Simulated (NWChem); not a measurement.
# CdSiH4O; SMILES [OH][Cd][SiH3]

```xyz
7

Cd     0.0027    -0.3444    -0.0001
O      0.0705    -2.3215     0.0003
H     -0.7969    -2.7406     0.0000
Si     0.0072     2.1308     0.0001
H     -1.3925     2.6566    -0.0802
H      0.7665     2.6788    -1.1676
H      0.6275     2.6782     1.2475
```
Atoms are numbered in this order, from 1.

Structure relaxed at the PBE0/def2-SVP level. Not confirmed as a minimum by frequencies. B3LYP is NWChem's, with the RPA form of VWN correlation. def2 effective core potentials on Cd; no spin-orbit coupling.

List the 4 lowest vertical singlet excitations from B3LYP/def2-SVPD with def2 effective core potentials on Cd, TDA (NWChem).


| state | energy (eV) | oscillator strength | leading excitation (squared amplitude) |
|---|---|---|---|
| S1 | 5.22 | 0.014 | HOMO → LUMO (0.96) |
| S2 | 5.49 | 0.003 | HOMO → LUMO+1 (0.94) |
| S3 | 5.52 | 0.033 | HOMO−1 → LUMO (0.50) |
| S4 | 5.69 | 0.030 | HOMO−1 → LUMO+2 (0.91) |
